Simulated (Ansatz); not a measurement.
C2H6BNSe, SMILES `BC/N=C/[SeH]`, relaxed with RKS PBE-D4/def2-SVP in Ansatz from a rough embedded geometry. The force threshold is 0.03 eV/Å; the program also tests the step.

Charge 0, multiplicity 1.

Start:

```xyz
11

B    -0.610    1.243   -1.581
C     0.047    0.932   -0.196
N     0.060   -0.475   -0.024
C     0.541   -1.135    0.973
Se    0.552   -2.986    1.156
H    -0.298    0.745   -2.563
H    -1.043    2.381   -1.740
H     1.057    1.294   -0.209
H    -0.525    1.401    0.584
H     1.014   -0.478    1.777
H    -0.797   -2.923    1.823
```

```json
{"step": "1", "energy (eV)": "-69658.3277", "largest force (eV/Å)": "3.794", "largest move (Å)": "0.000"}
{"step": "2", "energy (eV)": "-69658.8642", "largest force (eV/Å)": "1.950", "largest move (Å)": "0.200"}
{"step": "3", "energy (eV)": "-69658.8899", "largest force (eV/Å)": "1.640", "largest move (Å)": "0.200"}
{"step": "4", "energy (eV)": "-69658.9925", "largest force (eV/Å)": "0.705", "largest move (Å)": "0.159"}
{"step": "5", "energy (eV)": "-69659.0660", "largest force (eV/Å)": "0.442", "largest move (Å)": "0.200"}
{"step": "6", "energy (eV)": "-69659.1247", "largest force (eV/Å)": "0.485", "largest move (Å)": "0.195"}
{"step": "7", "energy (eV)": "-69659.1979", "largest force (eV/Å)": "0.989", "largest move (Å)": "0.195"}
{"step": "8", "energy (eV)": "-69659.2834", "largest force (eV/Å)": "0.766", "largest move (Å)": "0.200"}
{"step": "9", "energy (eV)": "-69659.3829", "largest force (eV/Å)": "0.565", "largest move (Å)": "0.191"}
{"step": "10", "energy (eV)": "-69659.4377", "largest force (eV/Å)": "0.443", "largest move (Å)": "0.193"}
{"step": "11", "energy (eV)": "-69659.4649", "largest force (eV/Å)": "0.256", "largest move (Å)": "0.093"}
{"step": "12", "energy (eV)": "-69659.4804", "largest force (eV/Å)": "0.304", "largest move (Å)": "0.135"}
{"step": "13", "energy (eV)": "-69659.4824", "largest force (eV/Å)": "0.184", "largest move (Å)": "0.056"}
{"step": "14", "energy (eV)": "-69659.4830", "largest force (eV/Å)": "0.167", "largest move (Å)": "0.071"}
{"step": "15", "energy (eV)": "-69659.4877", "largest force (eV/Å)": "0.045", "largest move (Å)": "0.026"}
{"step": "16", "energy (eV)": "-69659.4879", "largest force (eV/Å)": "0.057", "largest move (Å)": "0.015"}
{"step": "17", "energy (eV)": "-69659.4883", "largest force (eV/Å)": "0.047", "largest move (Å)": "0.013"}
{"step": "18", "energy (eV)": "-69659.4886", "largest force (eV/Å)": "0.023", "largest move (Å)": "0.017"}
```

End:

```xyz
11

B    -0.521    1.391   -1.566
C     0.229    0.909   -0.288
N     0.514   -0.498   -0.177
C     0.166   -1.121    0.874
Se    0.484   -3.006    1.017
H    -0.648    0.673   -2.538
H    -0.887    2.552   -1.610
H     1.191    1.457   -0.526
H    -0.131    1.394    0.656
H    -0.332   -0.659    1.762
H    -0.066   -3.092    2.395
```

Hardware: 4 threads of an Arm Neoverse V1 on a shared host. Wall time 27 s, peak host memory 0.17 GiB.
